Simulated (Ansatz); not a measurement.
Start from `[F][Mo](=[S])(=[S])[Cl]` and change one atom or group to get `[NH2][Mo]([F])(=[S])=[S]`.

Ansatz, PBE0-D4/def2-TZVP geometries, multiplicity 1. Each molecule was computed in one conformer, which needn't be the lowest.

Elements past krypton have def2 core potentials.

```csv
property,`[F][Mo](=[S])(=[S])[Cl]`
LUMO energy (ωB97M-V/def2-TZVPP) / eV,-1.80
HOMO–LUMO gap (PBE0/def2-TZVPP) / eV,3.99
HOMO energy (ωB97M-V/def2-TZVPP) / eV,-9.76
HOMO–LUMO gap (B3LYP/def2-TZVPP) / eV,3.59
HOMO energy (PBE/def2-TZVPP) / eV,-6.70
LUMO energy (B3LYP/def2-TZVPP) / eV,-3.98
```

**Question.** Give the same properties after the change, and the shifts. (Best estimate.)

**Answer.** Ansatz gave: 
| property | `[NH2][Mo]([F])(=[S])=[S]` | shift |
| --- | --- | --- |
| LUMO energy (ωB97M-V/def2-TZVPP) / eV | -1.29 | 0.51 |
| HOMO–LUMO gap (PBE0/def2-TZVPP) / eV | 4.17 | 0.18 |
| HOMO energy (ωB97M-V/def2-TZVPP) / eV | -9.40 | 0.36 |
| HOMO–LUMO gap (B3LYP/def2-TZVPP) / eV | 3.78 | 0.19 |
| HOMO energy (PBE/def2-TZVPP) / eV | -6.32 | 0.38 |
| LUMO energy (B3LYP/def2-TZVPP) / eV | -3.42 | 0.56 |

With PBE0 the HOMO rises by 0.38 eV and the LUMO rises by 0.56 eV, so the gap widens by about 0.18 eV. PBE moves the HOMO by 0.38 eV and ωB97M-V by 0.36 eV. The zero-point energy changes by 64.2 kJ/mol with +6 modes.

B3LYP here is the variant with VWN-RPA as its local correlation; programs differ in this.
